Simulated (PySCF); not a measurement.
Isomers of C4H7BrO. Method used: PySCF, PBE0-D3(BJ)/def2-SVP geometry optimisation, gas phase. One conformer each; no zero-point energy, no entropy. No frequencies were run at this level. Point groups hold within 0.08 Å.

**Question.** Order them by energy at this level, lowest first, and give relative energies in kJ/mol.
A. `[CH3:1][O:2]/[CH:3]=[CH:4]/[CH2:5][Br:6]` with C1–O2–C3–C4 1°, C3–C4–C5–Br6 110°
B. `[CH3:1][O:2][C@@H:3]1[CH2:4][C@H:5]1[Br:6]` with C1–O2–C3–C4 155°
C. `[CH3:1][C:2](=[O:3])[CH2:4][CH2:5][Br:6]` with C1–C2–C4–C5 180°, C2–C4–C5–Br6 180°

**Answer.** C (0.0), A (101.3), B (138.5).

As drawn, the lowest has a C=O bond, which the highest lacks; the highest has a three-membered ring, which the lowest lacks.

| SMILES | E (Eh) | E rel (kJ/mol) | dipole (D) | point group | A, B, C (MHz) |
| --- | --- | --- | --- | --- | --- |
| CC(=O)CCBr | -2804.98345 | 0.0 | 2.63 | Cs | 8423, 768.1, 713.3 |
| CO/C=C/CBr | -2804.94485 | 101.3 | 2.58 | C1 | 7734, 735.3, 712.7 |
| CO[C@@H]1C[C@H]1Br | -2804.93069 | 138.5 | 1.15 | C1 | 5412, 1092, 953.0 |
